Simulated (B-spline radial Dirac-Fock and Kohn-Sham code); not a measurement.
## Compton profile of Au⁵⁸⁺

System: gold as Au⁵⁸⁺ in the configuration 1s2 2s2 2p6 3s2 3p6 3d3.

Method: the impulse approximation on relativistic Hartree-Fock (Dirac-Fock) wave functions, averaged over the configuration. Computed with a radial atomic solver. pz is in atomic units of momentum; subshell profiles are per electron, for a selection of subshells; open shells are spread over both j values by their weights.

```tsv
pz	J total	J 2s1/2	J 3p1/2	J 3d3/2	J 3d5/2
0	0.6513	0.0327	0.0395	0.0272	0.0278
0.8	0.6492	0.0326	0.0395	0.0272	0.0278
1	0.6480	0.0326	0.0395	0.0272	0.0278
1.2	0.6466	0.0325	0.0395	0.0272	0.0278
1.4	0.6449	0.0324	0.0395	0.0272	0.0278
1.6	0.6429	0.0323	0.0395	0.0272	0.0278
1.8	0.6407	0.0322	0.0395	0.0272	0.0278
2	0.6382	0.0321	0.0395	0.0272	0.0278
2.5	0.6309	0.0318	0.0394	0.0272	0.0277
3	0.6220	0.0314	0.0392	0.0272	0.0277
4	0.5996	0.0305	0.0386	0.0271	0.0277
5	0.5716	0.0293	0.0374	0.0271	0.0276
7	0.5029	0.0264	0.0331	0.0266	0.0272
10	0.3882	0.0212	0.0231	0.0246	0.0249
15	0.2374	0.0126	0.00810	0.0172	0.0170
20	0.1544	0.00644	0.00251	0.00938	0.00904
30	0.07547	0.00146	0.00168	0.00203	0.00183
40	0.03909	0.000826	0.00116	0.000423	0.000360
60	0.01318	0.000707	0.000304	2.79e-05	2.09e-05
100	0.002797	0.000220	2.70e-05	< 1e-6	< 1e-6
```

J(0) = 0.6513. The 3p3/2 subshell gives the largest part, 26 %.

Mean momentum ⟨p⟩ by subshell (a.u.): 1s1/2 85.3, 2s1/2 30.7, 2p1/2 40.2, 2p3/2 34.9, 3s1/2 16.6, 3p1/2 19.6, 3p3/2 18.1, 3d3/2 21.6, 3d5/2 21.1.
